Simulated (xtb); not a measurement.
xtb input (GFN2-xTB):

```bash
xtb mol.xyz --gfn 2 --sp --chrg 0 --uhf 0
```
mol.xyz:
```
10

C      1.85178021     0.02775640    -1.04315612
Ga     0.01689800     0.06534889    -0.33288973
C     -1.74051153     0.39710113    -1.15395056
Cl    -0.09201668    -0.35245532     1.81590432
H      1.87880312     0.20440189    -2.11781562
H      2.44825751     0.79031394    -0.53979594
H      2.30380764    -0.94094555    -0.82563275
H     -2.34984751    -0.50476405    -1.07390546
H     -2.25234141     1.19035458    -0.60771156
H     -1.65584597     0.67741869    -2.20329057
```

End of the output:

```
         :::::::::::::::::::::::::::::::::::::::::::::::::::::
         ::                     SUMMARY                     ::
         :::::::::::::::::::::::::::::::::::::::::::::::::::::
         :: total energy             -13.123036976680 Eh    ::
         :: gradient norm              0.038585652881 Eh/a0 ::
         :: HOMO-LUMO gap              4.646015540297 eV    ::
         ::.................................................::
         :: SCC energy               -13.240467642380 Eh    ::
         :: -> isotropic ES            0.018448270913 Eh    ::
         :: -> anisotropic ES         -0.000007748263 Eh    ::
         :: -> anisotropic XC          0.004056907839 Eh    ::
         :: -> dispersion             -0.004943434226 Eh    ::
         :: repulsion energy           0.117430665700 Eh    ::
         :: add. restraining           0.000000000000 Eh    ::
         :: total charge               0.000000000000 e     ::
         :::::::::::::::::::::::::::::::::::::::::::::::::::::

           -------------------------------------------------
          |                Property Printout                |
           -------------------------------------------------

    * Orbital Energies and Occupations

         #    Occupation            Energy/Eh            Energy/eV
      -------------------------------------------------------------
         1        2.0000           -1.0355098             -28.1777
         2        2.0000           -0.6060914             -16.4926
         3        2.0000           -0.5933364             -16.1455
         4        2.0000           -0.5377561             -14.6331
         5        2.0000           -0.4891824             -13.3113
         6        2.0000           -0.4863014             -13.2329
         7        2.0000           -0.4857678             -13.2184
         8        2.0000           -0.4836041             -13.1595
         9        2.0000           -0.4205553             -11.4439
        10        2.0000           -0.4178356             -11.3699
        11        2.0000           -0.4169902             -11.3469
        12        2.0000           -0.3995141             -10.8713 (HOMO)
        13                         -0.2287762              -6.2253 (LUMO)
        14                         -0.1459582              -3.9717
        15                          0.0005252               0.0143
        16                          0.0285346               0.7765
        17                          0.0367424               0.9998
        18                          0.0457682               1.2454
        19                          0.0503619               1.3704
        20                          0.0574310               1.5628
        21                          0.0634798               1.7274
        22                          0.0646492               1.7592
        23                          0.1134252               3.0865
       ...                                ...                  ...
        32                          1.5480926              42.1257
      -------------------------------------------------------------
                  HL-Gap            0.1707379 Eh            4.6460 eV
             Fermi-level           -0.3141451 Eh           -8.5483 eV

     #   Z          covCN         q      C6AA      α(0)
     1   6 C        3.638    -0.150    23.827     7.021
     2  31 Ga       2.519     0.047   217.585    33.080
     3   6 C        3.638    -0.150    23.827     7.021
     4  17 Cl       0.788    -0.206   105.520    15.714
     5   1 H        0.925     0.072     2.067     2.248
     6   1 H        0.925     0.079     1.990     2.206
     7   1 H        0.925     0.080     1.982     2.202
     8   1 H        0.925     0.078     1.997     2.210
     9   1 H        0.925     0.080     1.976     2.198
    10   1 H        0.925     0.072     2.067     2.248

 Mol. C6AA /au·bohr⁶  :       1825.587908
 Mol. C8AA /au·bohr⁸  :      90225.425095
 Mol. α(0) /au        :         76.148080

Wiberg/Mayer (AO) data.
largest (>0.10) Wiberg bond orders for each atom

 ---------------------------------------------------------------------------
     #   Z sym  total        # sym  WBO       # sym  WBO       # sym  WBO
 ---------------------------------------------------------------------------
     1   6 C    3.979 --     5 H    0.932     2 Ga   0.924     7 H    0.921
                             6 H    0.921     3 C    0.185
     2  31 Ga   3.415 --     4 Cl   1.174     1 C    0.924     3 C    0.924
     3   6 C    3.979 --    10 H    0.932     2 Ga   0.924     9 H    0.921
                             8 H    0.921     1 C    0.185
     4  17 Cl   1.370 --     2 Ga   1.174
     5   1 H    0.995 --     1 C    0.932
     6   1 H    0.994 --     1 C    0.921
     7   1 H    0.994 --     1 C    0.921
     8   1 H    0.994 --     3 C    0.921
     9   1 H    0.994 --     3 C    0.921
    10   1 H    0.995 --     3 C    0.932
 ---------------------------------------------------------------------------

Topologies differ in total number of bonds
Writing topology from bond orders to xtbtopo.mol

molecular dipole:
                 x           y           z       tot (Debye)
 q only:        0.058       0.224      -1.155
   full:        0.071       0.271      -1.404       3.639
molecular quadrupole (traceless):
                xx          xy          yy          xz          yz          zz
 q only:        4.209      -0.568      -0.999       0.271       0.423      -3.210
  q+dip:        4.991      -0.701      -1.703       0.289       0.293      -3.288
   full:        2.963      -0.151       1.792       0.377       1.323      -4.754

           -------------------------------------------------
          | TOTAL ENERGY              -13.123036976680 Eh   |
          | GRADIENT NORM               0.038585652881 Eh/α |
          | HOMO-LUMO GAP               4.646015540297 eV   |
           -------------------------------------------------

------------------------------------------------------------------------
------------------------------------------------------------------------
 total:
Note: The following floating-point exceptions are signalling: IEEE_UNDERFLOW_FLAG IEEE_DENORMAL
normal termination of xtb
 SCF:
```
